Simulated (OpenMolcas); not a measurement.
Computed levels of 3d⁵ in ions with 23 electrons, in cm-1 above ⁶S_5/2.

```yaml
Program: OpenMolcas
Method: MS-CASPT2, IPEA 0.25 Eh, imaginary shift 0.1 Eh
Basis: ANO-R2
Scalar_Hamiltonian: X2C, finite nucleus
Spin-orbit_coupling: state interaction with AMFI integrals over the reference wave functions, term energies averaged over their components
```

Active space for each ion: 5 electrons in 5 orbitals (3d); closed shells correlated by CASPT2: 3s 3p.

```json
{"Level": "⁴G_5/2", "Fe3+": "33300", "Co4+": "38620", "Cu6+": "48210"}
{"Level": "⁴G_7/2", "Fe3+": "33330", "Co4+": "38670", "Cu6+": "48330"}
{"Level": "⁴G_11/2", "Fe3+": "33340", "Co4+": "38690", "Cu6+": "48370"}
{"Level": "⁴G_9/2", "Fe3+": "33350", "Co4+": "38700", "Cu6+": "48400"}
{"Level": "⁴P_5/2", "Fe3+": "36600", "Co4+": "42490", "Cu6+": "52980"}
{"Level": "⁴P_3/2", "Fe3+": "36670", "Co4+": "42610", "Cu6+": "53280"}
{"Level": "⁴P_1/2", "Fe3+": "36760", "Co4+": "42760", "Cu6+": "53640"}
{"Level": "⁴D_7/2", "Fe3+": "39900", "Co4+": "46210", "Cu6+": "57720"}
{"Level": "⁴D_1/2", "Fe3+": "39980", "Co4+": "46360", "Cu6+": "58080"}
```

Question: Estimate ⁴G_5/2, ⁴G_7/2 for Ni5+ from its neighbours Co4+ and Cu6+.

Answer: ⁴G_5/2 is another term, which grows about linearly with the charge: (38620 + 48210) / 2 = 43415. The calculation gives 43600, so the estimate is off by -0.4 %.
⁴G_7/2 is another term, which grows about linearly with the charge: (38670 + 48330) / 2 = 43500. The calculation gives 43680, so the estimate is off by -0.4 %.

CASPT2 does not keep the components of a term degenerate, so their means are used; among the terms shown or strongly mixed into the levels shown the widest spread is 440 cm-1 (3d⁵ ⁴G, Cu6+). Blocks of more than 70 roots (2S+1 = 2 even) ran without multistate coupling. Only configurations of the active space appear.
